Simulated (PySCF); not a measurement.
Dipole moment and polarisability of `[SiH3]P1PP([SiH3])P1`

H8P4Si2.
Structure used (GFN2-xTB), in Å, numbered top down from 1:
```xyz
14
H8P4Si2 angstrom
Si     3.0577    0.1337    0.6788
P      0.9134   -0.5590    0.8781
P      0.3763   -0.4565   -1.2504
P     -1.1545    1.0584   -0.7226
Si    -2.8110   -0.2644    0.0791
P      0.0102    1.4285    1.1273
H      3.1838    1.2310   -0.2874
H      3.8014   -1.0484    0.2349
H      3.4389    0.5708    2.0245
H     -0.4384   -1.5922   -1.2389
H     -3.6852    0.6373    0.8340
H     -3.4444   -0.8320   -1.1134
H     -2.3005   -1.3347    0.9521
H     -0.9483    1.0269    2.0617
```

Level: B3LYP/def2-SVPD (PySCF), static field, nuclei fixed, core orbitals frozen in the response. The polarisability tensor in these axes (au):

```
x   201.46  -2.10  10.27
y    -2.10 135.92   7.99
z    10.27   7.99 141.72
```

Q: Give the principal values, the mean and the anisotropy Δα = √{½[(α1 − α2)² + (α2 − α3)² + (α1 − α3)²]}.

A: Principal values 129.48, 146.44 and 203.19 au; mean 159.70 au = 23.67 Å³ = 26.33 × 10⁻⁴⁰ C²·m²/J; Δα = 66.86 au (42 % of the mean).

Q: What is the dipole moment, and where does it point?

A: (-0.56, -0.81, 0.55) D, 1.13 D in size, pointing from the negative to the positive side. Measured along this direction, the outermost atoms are H7 at the negative end and H13 at the positive end.

Q: Find the Langevin capture rate constant for O2+ (31.990 u) meeting this molecule (187.911 u), k = 2.342 × 10⁻⁹ cm³/s × √(α in Å³ / reduced mass in u).

A: The reduced mass is 27.34 u, so k = 2.18 × 10⁻⁹ cm³/s. The formula leaves out the permanent dipole, which adds to the capture rate.

Q: Orientational against electronic polarisability at 350 K (dilute gas, rigid molecules)?

A: In Gaussian units μ²/3kT = 8.82 Å³ against 23.67 Å³, a ratio of 0.37; the Debye molar polarisation (4π/3)N_A(α + μ²/3kT) is 81.9 cm³/mol, leaving out the vibrational part.

Q: In TDDFT the mean static polarisability is Σ f/ω² over all singlet excitations (ω in hartree). How much of it do the 8 lowest give? Their energies (eV) and oscillator strengths: 3.46, 0.0044; 3.57, 0.0058; 4.27, 0.0105; 4.40, 0.0003; 4.51, 0.0111; 4.56, 0.0094; 4.70, 0.0163; 5.17, 0.0080.

A: They add up to 2.56 au, 1.6 % of the 159.70 au; the largest single term is 0.55 au, from the state at 4.70 eV. Terms in order: 0.27, 0.34, 0.43, 0.01, 0.40, 0.34, 0.55, 0.22 au. Higher excitations give the rest. The strengths listed sum to 0.066.

Q: What molar refraction does this α imply?

A: Lorentz–Lorenz: R = (4π/3)N_A α = 2.5225 cm³/(mol·Å³) × 23.67 Å³ = 59.7 cm³/mol, in the limit of long wavelengths.

Q: Rayleigh depolarisation ratio (linearly polarised light, static tensor)?

A: ρ = 3Δα²/(45ᾱ² + 4Δα²) = 13409.9/(1147698 + 17879.8) = 0.0115.

Geometry: GFN2-xTB, one conformer, isolated molecule.

The run behind these numbers computed excited states as well. Cost: about 80 s of CPU time on one thread; the machine was shared, so the figure is rough.
